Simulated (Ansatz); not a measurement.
VSeF₃⁺. The state is a doublet with charge 1. Geometry r2SCAN-D4/def2-SVP; atoms count from 1.

Cartesian coordinates in Å:
```
V 0.060 -0.084 -0.153
Se -0.720 0.728 1.852
F -0.288 -1.705 -0.079
F 1.673 0.324 -0.244
F -0.725 0.737 -1.375
```

The relaxed charge 1 doublet is spin-contaminated (final ⟨S²⟩ up to 1.13, 0.75 for a pure state).

Estimate the Mulliken populations from the PBE0/def2-TZVP orbitals of Ansatz.


```
atom  charge (e)  spin (α − β)  d electrons
  V1        1.51         -0.61         3.00
 Se2        0.36          1.58            –
  F3       -0.28          0.05            –
  F4       -0.29          0.00            –
  F5       -0.29         -0.02            –
```
Mulliken values depend strongly on the basis.

Where does the spin sit?

Summed by element: V -0.61, Se 1.58, F 0.03, of 1 unpaired in all. Largest on single atoms: Se2 1.58, V1 -0.61, F3 0.05.

And the Mayer bond orders between heavy atoms (over 0.3)?

V1–Se2 1.41 (2.30 Å); V1–F3 1.12 (1.66 Å); V1–F4 1.09 (1.67 Å); V1–F5 1.08 (1.67 Å).
